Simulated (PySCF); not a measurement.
A structure optimised at B3LYP-D3(BJ)/def2-SVP, used in a PySCF frequency run:

```
B
C 1 1.5653
C 2 1.3448 1 124.53
H 3 1.0955 2 121.50 1 -0.24
H 3 1.0962 4 115.80 2 -179.94
H 2 1.0996 3 116.72 4 -179.98
C 1 1.5757 2 122.49 6 178.88
H 7 1.1000 1 116.60 2 7.71
H 7 1.1047 8 108.56 4 -135.21
H 7 1.1073 8 107.72 9 -113.12
C 1 1.5775 2 118.13 6 -1.95
H 11 1.1011 1 115.05 2 165.86
H 11 1.1036 12 109.26 1 128.02
H 11 1.1093 12 107.00 13 113.50
```
Charge 0, spin multiplicity 1.

### Question
Write its SMILES and formula.

### Answer
C=CB(C)C, C4H9B

### Question
What are its rotational constants (standard atomic weights)?

### Answer
7.2103, 3.5336, 2.4427 GHz
